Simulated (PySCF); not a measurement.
C2H2BF3: core ionisation energies

Species: C2H2BF3.
Bonds: B1–C2, C2–F3, C2–C4 (double), C4–F5, C4–F6. Hydrogens: H7, H8 on B1.

Level of theory: delta-SCF UKS SCAN, pcX-2 on the ionised atom, pcseg-1 elsewhere, spin-free X2C (PySCF 2.14.0). Vertical ΔSCF values, vacuum level as zero.

Question: List the computed XPS lines with their assignment.

Answer: 
```csv
atom(s),environment,level,binding energy (eV),above the level's lowest (eV),count
F6,vinyl fluorine,F 1s,695.08,+1.72,1
F5,vinyl fluorine,F 1s,694.94,+1.58,1
F3,vinyl fluorine,F 1s,693.36,0.00,1
C4,=CF2 carbon,C 1s,296.34,+3.15,1
C2,vinylic C–F carbon,C 1s,293.19,0.00,1
```

Lowest listed C 1s: C2, bonded to F, C (double bond) and B. Highest, 3.15 eV above it: C4, bonded to 2 F and C (double bond). Summing the Pauling electronegativity differences to the bonded atoms, each weighted by its formal bond order, gives +0.92 for the lowest site and +2.86 for the highest.

Lowest listed F 1s: F3, bonded to C. Highest, 1.72 eV above it: F6, bonded to C. The widest gap between neighbouring values is 1.58 eV, between 693.36 and 694.94 eV.

Question: Which effective nuclear charge Zeff reproduces each element's mean 1s value in the hydrogen-like formula E = 13.606 eV × Zeff²?

Answer: C (Z = 6): mean 294.8 eV, Zeff = 4.65, Z − Zeff = 1.35; F (Z = 9): mean 694.5 eV, Zeff = 7.14, Z − Zeff = 1.86. Means run over the listed sites, weighted by atom count.

Question: Express the binding energy of F 1s of F6 in atomic units and per mole.

Answer: 695.08 eV = 25.5437 Eh = 67065 kJ/mol.

Not every level is listed. No level of boron is listed. Isolated species at its PBE0-D3(BJ)/def2-SVP geometry, gas phase.

The run took 28 s on Arm Neoverse V1, one thread, shared host.
